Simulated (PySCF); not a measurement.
Vertical excitations of a molecule C₃H₈Si from TDA-PBE0/def2-SVPD run with PySCF, as energy in eV (oscillator strength): 6.89 (0.018), 7.34 (0.012), 7.51 (0.088), 7.61 (0.029), 7.94 (0.000), 7.96 (0.036), 8.12 (0.047), 8.24 (0.034), 8.38 (0.020), 8.47 (0.025). Lowest triplet (TDA): 6.48 eV. Geometry: B3LYP-D3(BJ)/def2-SVP. One conformer was computed; it need not be the lowest.

Question: Pick the molecule that these values belong to.
(A) C=C[SiH2]C
(B) C=CC[SiH3]
(C) C1C[SiH2]C1
(D) C=C(C)[SiH3]

Answer: C, C1C[SiH2]C1
